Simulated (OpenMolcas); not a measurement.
## Cr+: from CASSCF to CASPT2

- Program: OpenMolcas 26.06
- Basis: ANO-RCC-VQZP [7s6p4d3f2g1h]
- Scalar Hamiltonian: DKH2, point nucleus
- Active space: 5 electrons in 5 orbitals (3d)
- State averaging: 2S+1 = 6 even, 1 root; 2S+1 = 4 even, 24 roots; 2S+1 = 2 even, 75 roots (53 in the spin-orbit step)
- Spin-orbit coupling: RASSI with atomic mean-field integrals over the reference wave functions, term energies averaged over their components

Methods on the same reference wave functions:
A. CASSCF
B. SS-CASPT2, IPEA 0.25 Eh, imaginary shift 0.1 Eh (closed shells correlated: 3s 3p)
C. MS-CASPT2, IPEA 0.25 Eh, imaginary shift 0.1 Eh (closed shells correlated: 3s 3p)

Energies in cm-1 above 3d5 6S 5/2, the measured ground level; measured values from NIST Handbook of Basic Atomic Spectroscopic Data.

```json
{"Level": "3d5 6S 5/2", "A": "0.0", "B": "0.0", "C": "0.0", "Measured": "0.0"}
{"Level": "3d5 4G 5/2", "A": "26131", "B": "20630", "C": "20630", "Measured": "20512"}
{"Level": "3d5 4G 7/2", "A": "26138", "B": "20640", "C": "20640", "Measured": "20518"}
{"Level": "3d5 4G 11/2", "A": "26139", "B": "20640", "C": "20640", "Measured": "20512"}
{"Level": "3d5 4G 9/2", "A": "26142", "B": "20640", "C": "20640", "Measured": "20519"}
{"Level": "3d5 4P 5/2", "A": "30000", "B": "22360", "C": "22360", "Measured": "21823"}
{"Level": "3d5 4P 3/2", "A": "30018", "B": "22380", "C": "22380", "Measured": "21824"}
{"Level": "3d5 4P 1/2", "A": "30040", "B": "22400", "C": "22400", "Measured": "21824"}
{"Level": "3d5 4D 7/2", "A": "32512", "B": "24960", "C": "24960", "Measured": ""}
{"Level": "3d5 4D 1/2", "A": "32534", "B": "24980", "C": "24980", "Measured": ""}
{"Level": "3d5 4D 3/2", "A": "32553", "B": "25000", "C": "25000", "Measured": ""}
{"Level": "3d5 4D 5/2", "A": "32558", "B": "25010", "C": "25010", "Measured": ""}
{"Level": "3d5 2I 11/2", "A": "37084", "B": "30250", "C": "30250", "Measured": ""}
{"Level": "3d5 2I 13/2", "A": "37100", "B": "30270", "C": "30270", "Measured": ""}
{"Level": "3d5 2D 5/2", "A": "41776", "B": "32000", "C": "32000", "Measured": ""}
{"Level": "3d5 2D 3/2", "A": "42008", "B": "32210", "C": "32210", "Measured": ""}
{"Level": "3d5 2F 7/2(1)", "A": "42738", "B": "33060", "C": "33040", "Measured": ""}
{"Level": "3d5 2F 5/2(1)", "A": "43013", "B": "33310", "C": "33310", "Measured": ""}
{"Level": "3d5 4F 9/2", "A": "43699", "B": "34280", "C": "34280", "Measured": ""}
{"Level": "3d5 4F 7/2", "A": "43712", "B": "34290", "C": "34290", "Measured": ""}
{"Level": "3d5 4F 5/2", "A": "43739", "B": "34310", "C": "34310", "Measured": ""}
{"Level": "3d5 4F 3/2", "A": "43760", "B": "34330", "C": "34330", "Measured": ""}
{"Level": "3d5 2H 9/2", "A": "45391", "B": "36350", "C": "36350", "Measured": ""}
{"Level": "3d5 2H 11/2", "A": "45453", "B": "36430", "C": "36430", "Measured": ""}
```

Deviations, from unrounded energies. A percentage is the sum of absolute deviations over the sum of measured energies, with the sign that they share, or ± where signs differ.

| Against measurement | Levels | A | B | C |
| --- | --- | --- | --- | --- |
| mean absolute deviation (cm-1) | 7 | 6700 | 310 | 310 |
| other terms of the ground configuration (%) | 7 | +31.9 | +1.5 | +1.5 |

B, C lie about equally close to measurement and A furthest from it. The largest miss of B in the table is 3d5 4P 1/2, by +570 cm-1. The ranking rests on the paired levels alone, and a cruder setting can come out closer through cancelling errors.

Between B and C the level of the table that moves most is 3d5 2F 7/2(1), by 20 cm-1 (lowest in C, highest in B). Moves below CASPT2's spread within the term are not significant.

The two smallest mean deviations differ by little beside CASPT2's spread within terms, so their order carries little weight.

From A to B the spin-free energies of the other terms of 3d5 shown, above 6S, scale by factors of 0.75 to 0.82, as is usual when dynamic correlation screens the repulsion within a d or f shell.

The lowest spin-free term lies below A's lowest term by 0.502 hartree in B, 0.502 hartree in C.

CASPT2 does not keep the components of a term degenerate, so their means are used; among the terms shown or strongly mixed into the levels shown the widest spread is 1100 cm-1 (3d5 2I, C). Some high roots are left out of the spin-orbit mixing, which shifts the levels that they would mix with. Without dynamic correlation excited terms often stand tens of per cent too high (terms of higher spin than the ground term too low), and those without a measured partner can miss by more than the paired ones (holds for A). Measured partners are found by configuration, term and J. A level has none where our copy of the source lacks it or the pairing is in doubt (some pairs that miss far off the trend of their configuration count as doubtful), and it then counts in no deviation. Levels of configurations outside the active space are missing. The table leaves out levels that lie high or whose names do not pair safely across all columns.

A number in round brackets counts repeated terms of one configuration in the order of the reference energies.
